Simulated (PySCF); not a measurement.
H$_{3}$B, triplet, geometry from GFN2-xTB (a higher spin typed on purpose: for a closed-shell molecule this is an excited state), with bond 4-1 at 1.6 times its length; PySCF with PBE/def2-SVP.

PySCF was given this input:
```python
from pyscf import gto, scf, dft

mol = gto.Mole()
mol.atom = '''
    B     0.01341086    0.14932676    0.04706255
    H    -1.04990262   -0.38191496   -0.18922688
    H     0.22889948   -0.79909918    0.77006940
    H     1.19827161    0.60541252   -1.33408598
'''
mol.basis = 'def2-svp'
mol.spin = 2
mol.verbose = 4
mol.build()

mf = dft.UKS(mol)
mf.xc = 'pbe'
mf.conv_tol = 1e-12
mf.kernel()
```

What the program printed (banner, timings and long lists left out):

```
PySCF version 2.14.0

[INPUT] verbose = 4
[INPUT] num. atoms = 4
[INPUT] num. electrons = 8
[INPUT] charge = 0
[INPUT] spin (= nelec alpha-beta = 2S) = 2
[INPUT] symmetry False subgroup None
[INPUT] Mole.unit = angstrom
[INPUT] Symbol           X                Y                Z      unit          X                Y                Z       unit  Magmom
[INPUT]  1 B      0.013410860000   0.149326760000   0.047062550000 AA    0.025342852495   0.282186679469   0.088935330224 Bohr   0.0
[INPUT]  2 H     -1.049902620000  -0.381914960000  -0.189226880000 AA   -1.984028409263  -0.721714677274  -0.357586978606 Bohr   0.0
[INPUT]  3 H      0.228899480000  -0.799099180000   0.770069400000 AA    0.432557327255  -1.510078596565   1.455220262908 Bohr   0.0
[INPUT]  4 H      1.198271610000   0.605412520000  -1.334085980000 AA    2.264405165742   1.144063855183  -2.521057128822 Bohr   0.0

nuclear repulsion = 6.48784358382137
number of shells = 15
number of NR pGTOs = 45
number of NR cGTOs = 29
basis = def2-svp
ecp = {}

******** <class 'pyscf.dft.uks.UKS'> ********
method = UKS
initial guess = minao
damping factor = 0
level_shift factor = 0
DIIS = <class 'pyscf.scf.diis.CDIIS'>
diis_start_cycle = 1
diis_space = 8
diis_damp = 0
SCF conv_tol = 1e-12
SCF conv_tol_grad = None
SCF max_cycles = 50
direct_scf = True
direct_scf_tol = 1e-13
number electrons alpha = 5  beta = 3
XC library pyscf.dft.libxc version 7.1.2
    S. Lehtola, C. Steigemann, M. J. T. Oliveira, and M. A. L. Marques,  SoftwareX 7, 1–5 (2018)
XC functionals = pbe
    J. P. Perdew, K. Burke, and M. Ernzerhof,  Phys. Rev. Lett. 77, 3865 (1996)
    J. P. Perdew, K. Burke, and M. Ernzerhof,  Phys. Rev. Lett. 78, 1396 (1997)
    J. P. Perdew, K. Burke, and M. Ernzerhof,  Phys. Rev. Lett. 77, 3865 (1996)
    J. P. Perdew, K. Burke, and M. Ernzerhof,  Phys. Rev. Lett. 78, 1396 (1997)
radial grids:
    Treutler-Ahlrichs [JCP 102, 346 (1995); DOI:10.1063/1.469408] (M4) radial grids

becke partition: Becke, JCP 88, 2547 (1988); DOI:10.1063/1.454033
pruning grids: <function nwchem_prune>
grids dens level: 3
symmetrized grids: False
atomic radii adjust function: <function treutler_atomic_radii_adjust>
small_rho_cutoff = 0
Set gradient conv threshold to 1e-06
tot grids = 43472
init E= -26.1914421556467

cycle= 1 E= -26.255963648979  delta_E= -0.0645  |g|= 0.191  |ddm|= 1.22

cycle= 2 E= -26.0821071477231  delta_E= 0.174  |g|= 0.392  |ddm|= 1.18

cycle= 3 E= -26.3023811839229  delta_E= -0.22  |g|= 0.0641  |ddm|= 0.95

cycle= 4 E= -26.3081932463195  delta_E= -0.00581  |g|= 0.0269  |ddm|= 0.175

cycle= 5 E= -26.3088655145064  delta_E= -0.000672  |g|= 0.00935  |ddm|= 0.0586

cycle= 6 E= -26.3089612349593  delta_E= -9.57e-05  |g|= 0.00158  |ddm|= 0.0192

cycle= 7 E= -26.3089659071596  delta_E= -4.67e-06  |g|= 0.000203  |ddm|= 0.00724

cycle= 8 E= -26.308965959171  delta_E= -5.2e-08  |g|= 6.8e-05  |ddm|= 0.000538

cycle= 9 E= -26.3089659642565  delta_E= -5.09e-09  |g|= 1.35e-05  |ddm|= 0.000138

cycle= 10 E= -26.3089659645017  delta_E= -2.45e-10  |g|= 2.45e-06  |ddm|= 3.67e-05

cycle= 11 E= -26.3089659645133  delta_E= -1.16e-11  |g|= 3.34e-07  |ddm|= 8.98e-06

cycle= 12 E= -26.3089659645134  delta_E= -1.63e-13  |g|= 7.22e-08  |ddm|= 9.38e-07

Extra cycle  E= -26.3089659645133  delta_E= 1.07e-13  |g|= 3.77e-08  |ddm|= 2.31e-07
converged SCF energy = -26.3089659645133  <S^2> = 2.0026087  2S+1 = 3.0017386
```
